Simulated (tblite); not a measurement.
What does the GFN2-xTB structure of InChI=1S/C2H14Si4/c1-2-6(3,4)5/h2H2,1,3-5H3 look like in three dimensions?

```
atom  x, y, z in Å
C1    -2.1272   -1.1786    0.0667
C2    -1.5557    0.2218   -0.1027
Si3    0.3724    0.2777   -0.0219
Si4    0.9314    2.5321   -0.3116
Si5    1.1714   -1.0715   -1.7626
Si6    0.9939   -0.5329    2.0863
H7    -1.8411   -1.5967    1.0302
H8    -3.2154   -1.1669    0.0147
H9    -1.7601   -1.8411   -0.7152
H10   -1.9733    0.8699    0.6708
H11   -1.8950    0.6294   -1.0576
H12    0.4879    3.0921   -1.5920
H13    2.3852    2.7079   -0.2680
H14    0.3797    3.4156    0.7203
H15    0.8120   -2.4883   -1.6375
H16    0.7030   -0.6590   -3.0896
H17    2.6355   -1.0278   -1.8062
H18    0.4120    0.2208    3.2014
H19    0.6300   -1.9341    2.3221
H20    2.4482   -0.4599    2.2493
```

Any rigid rotation of these coordinates is as good. Atoms count from 1 in this order. Si3 (four-coordinate silicon) is distorted tetrahedral (angles from 105.1° to 112.4°). All 3 Si–Si bonds measure 2.341 to 2.343 Å. Of the pairs four or more bonds apart, Si5···H9 is among the closest relative to their van der Waals radii: 3.21 Å, 97 % of the sum of Bondi's values. Si4 (SiH3 silicon) is distorted tetrahedral (angles from 105.7° to 113.8°).

Bonds between heavy atoms (Å): C1–C2 1.522, C2–Si3 1.931, Si3–Si4 2.341, Si3–Si5 2.343, Si3–Si6 2.343.

Computed geometry: GFN2-xTB, gas phase.

Point group: Cs (tolerance 0.08 Å). Its GFN2-xTB frequencies are all real (lowest 18 cm⁻¹). 2 starts were optimised and ended at 0.00 and 0.02 kcal/mol (GFN2-xTB); the lowest of these is shown.
